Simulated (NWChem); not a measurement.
HSeCl; SMILES Cl[SeH]

All runs: NWChem. Coordinates come from a PBE0/def2-SVP optimisation. Vertical excitations in the gas phase.

Q: Predict the results for Hartree-Fock/aug-cc-pVDZ, CIS. Quantities: lowest excitation, singlet (eV); oscillator strength of that lowest state; lowest triplet (eV); orbital gap (eV).

A: 
| Quantity | Value |
|---|---|
| lowest excitation, singlet (eV) | 3.35 |
| oscillator strength of that lowest state | 0.000 |
| lowest triplet (eV) | 2.34 |
| orbital gap (eV) | 10.52 |
